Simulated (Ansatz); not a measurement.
Consider the cleavage of the B–B bond: `BB(C)C[SiH3]` + H₂S → `CB(S)C[SiH3]` + BH₃.

Gas-phase electronic energies from Ansatz, PBE0-D4/def2-TZVP geometries. CCSD(T)/CBS is the MP2 limit (def2-TZVPP, def2-QZVPP) plus CCSD(T) − MP2 in def2-TZVPP, frozen cores. This one scheme is used for every species. Functionals use def2-TZVPP. Each species was taken in one conformer, which may not be the lowest.

```tsv
species	PBE-D4 energy (Eh)
`BB(C)C[SiH3]`	-421.08285
H₂S	-399.22838
`CB(S)C[SiH3]`	-793.79247
BH₃	-26.55351
```

(1) Work out ΔE.

Largest T1 diagnostic among the species: 0.012.

Answers

(1) ΔE = (-793.79247) + (-26.55351) − (-421.08285) − (-399.22838) = -0.03475 Eh = -91.2 kJ/mol. CCSD(T)/CBS gives -100.1 kJ/mol.

From PBE to PBE0 (25 % exact exchange), in def2-TZVPP and without D4, ΔE moves by −4.1 kJ/mol. The D4 term adds −4.5 kJ/mol with B3LYP and −2.3 kJ/mol with PBE0; it sums over pairs of atoms, weighted by their polarisabilities, and B3LYP, whose exchange is more repulsive, gets the larger term.

B3LYP here is the variant with VWN-RPA as its local correlation; programs differ in this.
